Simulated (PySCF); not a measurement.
**Working out the excitation energy of Ca**

Ca [Ar] 4s2 (1S) → Ca [Ar] 3d2 (3F). Calculation: PySCF 2.14, in def2-TZVPPD (6s5p3d, 36 functions); the non-relativistic Hamiltonian (point nucleus). Frozen: [Ar]. Energies in hartree (1 hartree = 27.21139 eV):

| part | Ca (lower) | Ca (upper) |
| --- | --- | --- |
| UHF | -676.745801 | -676.531476 |
| CCSD correlation | -0.028346 | -0.007112 |
| (T) | 0.000000 | 0.000000 |

Task: What does Hartree-Fock give?

Result: (-676.531476) − (-676.745801) = 0.214325 hartree = 5.832 eV.

Task: What do CCSD and CCSD(T) give?

Result: The CCSD correlation energies differ by 0.021234 hartree = 0.578 eV and the triples by 0.000000 hartree = 0.000 eV, so CCSD gives 6.410 eV and CCSD(T) 6.410 eV.

The calculation is non-relativistic.

The upper state lies above the first ionisation limit, where it may autoionise and the basis confines it.
